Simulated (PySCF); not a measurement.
Input for PySCF: R-HF/STO-3G on C3H7NO (a complex), monomers drawn apart or pushed together.

```python
from pyscf import gto, scf, dft, mp
from pyscf.data.elements import chemcore

mol = gto.M(
    atom='''
    C    -0.29343518    0.18842757   -0.30607764
    N    -0.36187379    0.30994277   -1.44479654
    H    -0.22674346    0.07381931    0.76549733
    C     0.11194107   -1.41652849    3.61752183
    O    -0.08204502   -0.16553993    2.98452996
    C    -0.02951957    0.92700416    3.88277791
    H    -0.66478920   -1.60155926    4.36824595
    H     1.09342535   -1.46431477    4.10304442
    H     0.05537633   -2.18393541    2.84744017
    H    -0.81213927    0.84627577    4.64575055
    H    -0.18786199    1.83427986    3.30233728
    H     0.94601174    0.98207122    4.37940290
    ''',
    basis='sto-3g',
    charge=0, spin=0, verbose=3, max_memory=1800)
mf = scf.RHF(mol)
mf.conv_tol = 1e-8
mf.max_cycle = 100
mf.kernel()
if not mf.converged:
    mf = mf.newton().run(mf.mo_coeff, mf.mo_occ)
```

Program output:

```
converged SCF energy = -243.813721899011
```

Self-consistency was reached.

Cost: around 0.29 core-seconds (rough).
